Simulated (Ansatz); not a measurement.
A trace of molecular dynamics of H₄OSSi₂ (8 atoms, charge 0, multiplicity 1).

Level of theory: RKS PBE0-D4/6-31G in Ansatz.

```yaml
ensemble: NVT, Nosé–Hoover chain
set_temperature: 200 K
thermostat: time constant 100 fs, chain length 3 (defaults)
seed: 68034
```

```csv
time (fs),T (K),potential energy less start (eV),conserved less start (meV/atom)
0.0,200,0.000,0.00
8.0,119,0.117,6.81
16.0,107,0.135,7.79
24.0,63,0.385,34.68
32.0,266,0.323,46.26
40.0,572,0.819,137.43
48.0,16963,4.679,2303.60
56.0,8582,4.989,2251.11
64.0,5745,4.482,2245.55
72.0,3651,4.392,2245.92
80.0,2242,4.397,2245.55
88.0,1383,4.448,2244.68
96.0,940,4.451,2244.79
104.0,844,4.271,2243.62
112.0,619,4.260,2244.03
120.0,388,4.318,2243.85
128.0,252,4.356,2243.64
136.0,272,4.287,2243.28
144.0,262,4.248,2243.58
152.0,210,4.247,2243.47
160.0,159,4.253,2243.07
```

Can this run be trusted? Judge the integration.

The conserved energy changed by up to 2300 meV per atom, so the integration failed: the time step of 4 fs is too long for the fastest motions that this run met, and the later frames carry no physical meaning.

Run time: 48 s on 1 thread of Intel(R) Xeon(R) 6975P-C (Granite Rapids) (shared host), peak memory 0.12 GiB.
